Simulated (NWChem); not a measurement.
Species: CNO anion

```xyz
3

N      0.0000     0.0000     1.2618
C      0.0000     0.0000     0.0709
O      0.0000     0.0000    -1.1594
```
Atoms are numbered in this order, from 1.

Results from NWChem. Sets without diffuse functions describe the anion's extra electron poorly. All runs use the structure optimised with B3LYP/def2-SVPD. The highest occupied level is positive, so the extra electron may be held by the finite basis. B3LYP is NWChem's, with the RPA form of VWN correlation. Atomic charges in e: unrestrained fits to the electrostatic potential beside Mulliken populations; the two definitions need not agree.

Q: Estimate the computed values for B3LYP/def2-SVP. Quantities: ESP N1; Mulliken N1; ESP C2; Mulliken C2; ESP O3; Mulliken O3; relative RMS misfit of the potential (%).

A: 
```
Item                                      Result
----------------------------------------  ------
ESP N1                                     -0.89
Mulliken N1                                -0.36
ESP C2                                      0.58
Mulliken C2                                -0.23
ESP O3                                     -0.69
Mulliken O3                                -0.42
relative RMS misfit of the potential (%)       2
```
